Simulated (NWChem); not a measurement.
System: CH₆AlFOSi; SMILES C[O][Al]([F])[SiH3]

Input file for NWChem:

```
start job
memory heap 200 mb stack 900 mb global 1100 mb
geometry units angstroms
  Al    -0.421659     0.098209    -0.005854
  F     -2.048947     0.445697    -0.063045
  O      0.189842    -1.037539    -1.042019
  C      0.698754    -2.000209    -1.920590
  H      1.166117    -2.808012    -1.352835
  H     -0.104338    -2.414353    -2.533511
  H      1.446799    -1.545333    -2.573862
  Si     1.131034     1.143573     1.494969
  H      2.132428     1.982869     0.811517
  H      1.917176     0.169364     2.273943
  H      0.494019     2.024755     2.489844
end
basis spherical
  * library def2-svp
end
dft
  xc pbe0
  iterations 150
end
driver
  maxiter 120
end
task dft optimize
task dft freq
```

Excerpt of the output:

```
             Northwest Computational Chemistry Package (NWChem) 7.3.0
             --------------------------------------------------------

 C1  symmetry detected

                             Geometry "geometry" -> ""
                             -------------------------

 Output coordinates in angstroms (scale by  1.889725989 to convert to a.u.)

  No.       Tag          Charge          X              Y              Z
 ---- ---------------- ---------- -------------- -------------- --------------
    1 Al                  13.0000    -0.52080119    -0.00131415    -0.00012432
    2 F                    9.0000    -2.18368076     0.08185076     0.00017919
    3 O                    8.0000     0.34967929     1.40572460     0.00063797
    4 C                    6.0000     1.07838423     2.60012840    -0.00016079
    5 H                    1.0000     1.72576681     2.63715792    -0.87927637
    6 H                    1.0000     0.40074457     3.45600166    -0.02088827
    7 H                    1.0000     1.69588596     2.65662621     0.89914306
    8 Si                  14.0000     0.72941825    -2.04901101     0.00012845
    9 H                    1.0000     1.49989591    -2.26530650     1.23863351
   10 H                    1.0000     1.72583079    -2.11048309    -1.08489974
   11 H                    1.0000    -0.10417708    -3.25398219    -0.15864607

 Effective nuclear repulsion energy (a.u.)     267.7163954326

                                Z-matrix (autoz)
                                --------

 Units are Angstrom for bonds and degrees for angles

[...]

      ----------------------
      Optimization converged
      ----------------------

  Step       Energy      Delta E   Gmax     Grms     Xrms     Xmax
  ---- ---------------- -------- -------- -------- -------- --------
@   14    -748.01542745 -2.2D-07  0.00009  0.00002  0.00037  0.00076
                                     ok       ok       ok       ok

                                Z-matrix (autoz)
                                --------

 Units are Angstrom for bonds and degrees for angles

[...]

 Rotational Constants
 --------------------
 A=   0.147026 cm-1  (  0.211533 K)
 B=   0.053559 cm-1  (  0.077057 K)
 C=   0.040106 cm-1  (  0.057702 K)

 Temperature                      =   298.15K
 frequency scaling parameter      =   1.0000

 Zero-Point correction to Energy  =   43.539 kcal/mol  (  0.069383 au)
 Thermal correction to Energy     =   48.593 kcal/mol  (  0.077438 au)
 Thermal correction to Enthalpy   =   49.185 kcal/mol  (  0.078382 au)

 Total Entropy                    =   89.944 cal/mol-K
   - Translational                =   39.929 cal/mol-K (mol. weight = 107.9987)
   - Rotational                   =   28.014 cal/mol-K (symmetry #  =        1)
   - Vibrational                  =   22.001 cal/mol-K

 Cv (constant volume heat capacity) =   25.097 cal/mol-K
   - Translational                  =    2.979 cal/mol-K
   - Rotational                     =    2.979 cal/mol-K
   - Vibrational                    =   19.138 cal/mol-K

[normal modes left out]

 ----------------------------------------------------------------------------
 Normal Eigenvalue ||           Projected Infra Red Intensities
  Mode   [cm**-1]  || [atomic units] [(debye/angs)**2] [(KM/mol)] [arbitrary]
 ------ ---------- || -------------- ----------------- ---------- -----------
    1      -19.666 ||    0.000062           0.001         0.061       0.014
    2       -0.000 ||    0.000004           0.000         0.004       0.001
    3       -0.000 ||    0.000211           0.005         0.206       0.047
    4        0.000 ||    0.000016           0.000         0.015       0.004
    5        0.000 ||    0.000097           0.002         0.095       0.022
    6        0.000 ||    0.000043           0.001         0.042       0.010
    7        0.000 ||    0.000226           0.005         0.220       0.050
    8       62.168 ||    0.000005           0.000         0.005       0.001
    9       75.435 ||    0.002764           0.064         2.694       0.619
   10       99.780 ||    0.000592           0.014         0.577       0.132
   11      125.341 ||    0.011618           0.268        11.325       2.601
   12      220.858 ||    0.057501           1.327        56.054      12.872
   13      249.665 ||    0.031428           0.725        30.638       7.035
   14      394.892 ||    0.025375           0.585        24.737       5.680
   15      468.516 ||    0.000012           0.000         0.012       0.003
   16      475.460 ||    0.006292           0.145         6.134       1.409
   17      712.525 ||    0.104368           2.408       101.743      23.364
   18      855.262 ||    0.218040           5.030       212.556      48.810
   19      880.273 ||    0.060039           1.385        58.529      13.440
   20      931.701 ||    0.055079           1.271        53.694      12.330
   21      933.451 ||    0.039759           0.917        38.759       8.900
   22     1185.888 ||    0.015977           0.369        15.575       3.577
   23     1189.411 ||    0.000430           0.010         0.419       0.096
   24     1278.700 ||    0.432453           9.977       421.576      96.808
   25     1475.550 ||    0.002803           0.065         2.732       0.627
   26     1477.528 ||    0.002901           0.067         2.828       0.649
   27     1482.663 ||    0.020465           0.472        19.951       4.581
   28     2216.329 ||    0.048717           1.124        47.492      10.906
   29     2224.338 ||    0.076438           1.763        74.516      17.111
   30     2234.174 ||    0.082503           1.903        80.428      18.469
   31     3014.810 ||    0.105338           2.430       102.688      23.581
   32     3100.495 ||    0.037672           0.869        36.725       8.433
   33     3105.066 ||    0.034924           0.806        34.045       7.818
 ----------------------------------------------------------------------------

 ===============================================================================
      Negative Nuclear Hessian Mode    1  Eigenvalue =    -19.67 cm**(-1)
 -------------------------------------------------------------------------------
   Raw step length:  0.514 angstroms ;  The Raw step for this mode is:
    1 Al                  13.0000     0.00166124     0.00026972    -0.00202723
    2 F                    9.0000     0.00131273    -0.00116709     0.02286726
    3 O                    8.0000     0.00045664     0.00135142    -0.01457329
    4 C                    6.0000    -0.00173955     0.00150536    -0.00850843
    5 H                    1.0000    -0.01391539     0.00695503    -0.01428360
    6 H                    1.0000    -0.00282072     0.00007353     0.00721895
    7 H                    1.0000     0.00969293    -0.00234982    -0.01374518
    8 Si                  14.0000    -0.00133220    -0.00085690    -0.00143970
    9 H                    1.0000    -0.25789559    -0.09566624     0.12595491
   10 H                    1.0000     0.22307287     0.07824843     0.17815765
   11 H                    1.0000     0.02309188     0.01193408    -0.28753509

  Geometry after  100.0% step for mode  1; Step length =  0.514 angstroms
   Maximum component (any atom: x,y, or z) displacement:  0.543
    1 Al                  13.0000    -0.17351077     0.01670560    -0.00793334
    2 F                    9.0000    -1.81208552     0.33181744     0.01443987
    3 O                    8.0000     0.90567174     1.30904136    -0.01363443
    4 C                    6.0000     0.99812026     2.69516675    -0.00478604
    5 H                    1.0000     1.55923802     3.05115147    -0.88659403
    6 H                    1.0000     0.00969518     3.18933881    -0.01181218
    7 H                    1.0000     1.54135434     3.04162655     0.89194894
    8 Si                  14.0000     0.68872170    -2.25111579    -0.00637320
    9 H                    1.0000     1.16407289    -2.61865130     1.39837814
   10 H                    1.0000     1.87821468    -2.35982291    -0.95527357
   11 H                    1.0000    -0.38096090    -3.24756785    -0.43154729

  Geometry after -100.0% step for mode  1; Step length =  0.514 angstroms
   Maximum component (any atom: x,y, or z) displacement:  0.543
    1 Al                  13.0000    -0.17683324     0.01616616    -0.00387888
    2 F                    9.0000    -1.81471098     0.33415162    -0.03129465
    3 O                    8.0000     0.90475847     1.30633852     0.01551216
    4 C                    6.0000     1.00159937     2.69215603     0.01223083
    5 H                    1.0000     1.58706880     3.03724141    -0.85802682
    6 H                    1.0000     0.01533662     3.18919174    -0.02625009
    7 H                    1.0000     1.52196847     3.04632619     0.91943930
    8 Si                  14.0000     0.69138610    -2.24940200    -0.00349379
    9 H                    1.0000     1.67986408    -2.42731882     1.14646832
   10 H                    1.0000     1.43206893    -2.51631976    -1.31158887
   11 H                    1.0000    -0.42714465    -3.27143601     0.14352288

  Geometry after   50.0% step for mode  1; Step length =  0.257 angstroms
   Maximum component (any atom: x,y, or z) displacement:  0.272
    1 Al                  13.0000    -0.17434139     0.01657074    -0.00691972
    2 F                    9.0000    -1.81274189     0.33240099     0.00300624
    3 O                    8.0000     0.90544342     1.30836565    -0.00634778
    4 C                    6.0000     0.99899004     2.69441407    -0.00053182
    5 H                    1.0000     1.56619571     3.04767395    -0.87945222
    6 H                    1.0000     0.01110554     3.18930204    -0.01542166
    7 H                    1.0000     1.53650787     3.04280146     0.89882153
    8 Si                  14.0000     0.68938780    -2.25068734    -0.00565335
    9 H                    1.0000     1.29302069    -2.57081818     1.33540068
   10 H                    1.0000     1.76667824    -2.39894712    -1.04435239
   11 H                    1.0000    -0.39250683    -3.25353489    -0.28777975

  Geometry after  -50.0% step for mode  1; Step length =  0.257 angstroms
   Maximum component (any atom: x,y, or z) displacement:  0.272
    1 Al                  13.0000    -0.17600263     0.01630102    -0.00489250
    2 F                    9.0000    -1.81405462     0.33356808    -0.01986102
    3 O                    8.0000     0.90498678     1.30701423     0.00822551
    4 C                    6.0000     1.00072959     2.69290871     0.00797661
    5 H                    1.0000     1.58011110     3.04071893    -0.86516862
    6 H                    1.0000     0.01392626     3.18922851    -0.02264061
    7 H                    1.0000     1.52681494     3.04515128     0.91256671
    8 Si                  14.0000     0.69072000    -2.24983045    -0.00421364
    9 H                    1.0000     1.55091628    -2.47515194     1.20944577
   10 H                    1.0000     1.54360537    -2.47719554    -1.22251005
   11 H                    1.0000    -0.41559871    -3.26546897    -0.00024466

  Geometry after   36.8% step for mode  1; Step length =  0.189 angstroms
   Maximum component (any atom: x,y, or z) displacement:  0.200
    1 Al                  13.0000    -0.17456054     0.01653516    -0.00665229
    2 F                    9.0000    -1.81291507     0.33255495    -0.00001044
    3 O                    8.0000     0.90538318     1.30818737    -0.00442525
    4 C                    6.0000     0.99921952     2.69421548     0.00059062
    5 H                    1.0000     1.56803145     3.04675644    -0.87756791
    6 H                    1.0000     0.01147765     3.18929234    -0.01637399
    7 H                    1.0000     1.53522917     3.04311145     0.90063481
    8 Si                  14.0000     0.68956354    -2.25057430    -0.00546342
    9 H                    1.0000     1.32704269    -2.55819774     1.31878451
   10 H                    1.0000     1.73725011    -2.40926978    -1.06785524
   11 H                    1.0000    -0.39555315    -3.25510925    -0.24984766

  Geometry after  -36.8% step for mode  1; Step length =  0.189 angstroms
   Maximum component (any atom: x,y, or z) displacement:  0.200
    1 Al                  13.0000    -0.17578347     0.01633660    -0.00515993
    2 F                    9.0000    -1.81388144     0.33341411    -0.01684433
    3 O                    8.0000     0.90504703     1.30719251     0.00630298
    4 C                    6.0000     1.00050011     2.69310730     0.00685416
    5 H                    1.0000     1.57827536     3.04163645    -0.86705294
    6 H                    1.0000     0.01355415     3.18923821    -0.02168827
    7 H                    1.0000     1.52809365     3.04484129     0.91075342
    8 Si                  14.0000     0.69054425    -2.24994349    -0.00440357
    9 H                    1.0000     1.51689428    -2.48777238     1.22606195
   10 H                    1.0000     1.57303350    -2.46687289    -1.19900720
   11 H                    1.0000    -0.41255239    -3.26389461    -0.03817676

  Geometry after   18.4% step for mode  1; Step length =  0.095 angstroms
   Maximum component (any atom: x,y, or z) displacement:  0.100
    1 Al                  13.0000    -0.17486627     0.01648552    -0.00627920
    2 F                    9.0000    -1.81315666     0.33276974    -0.00421891
    3 O                    8.0000     0.90529914     1.30793865    -0.00174319
    4 C                    6.0000     0.99953967     2.69393844     0.00215651
    5 H                    1.0000     1.57059243     3.04547644    -0.87493917
    6 H                    1.0000     0.01199678     3.18927881    -0.01770256
    7 H                    1.0000     1.53344529     3.04354391     0.90316447
    8 Si                  14.0000     0.68980872    -2.25041660    -0.00519846
    9 H                    1.0000     1.37450559    -2.54059140     1.29560387
   10 H                    1.0000     1.69619596    -2.42367056    -1.10064323
   11 H                    1.0000    -0.39980296    -3.25730559    -0.19692993

  Geometry after  -18.4% step for mode  1; Step length =  0.095 angstroms
   Maximum component (any atom: x,y, or z) displacement:  0.100
    1 Al                  13.0000    -0.17547774     0.01638624    -0.00553302
    2 F                    9.0000    -1.81363985     0.33319932    -0.01263586
    3 O                    8.0000     0.90513106     1.30744122     0.00362092
    4 C                    6.0000     1.00017996     2.69338435     0.00528828
    5 H                    1.0000     1.57571439     3.04291644    -0.86968168
    6 H                    1.0000     0.01303502     3.18925174    -0.02035970
    7 H                    1.0000     1.52987753     3.04440883     0.90822377
    8 Si                  14.0000     0.69029907    -2.25010119    -0.00466853
    9 H                    1.0000     1.46943138    -2.50537872     1.24924259
   10 H                    1.0000     1.61408766    -2.45247211    -1.16621921
   11 H                    1.0000    -0.40830258    -3.26169827    -0.09109448
```

Level: PBE0/def2-SVP.
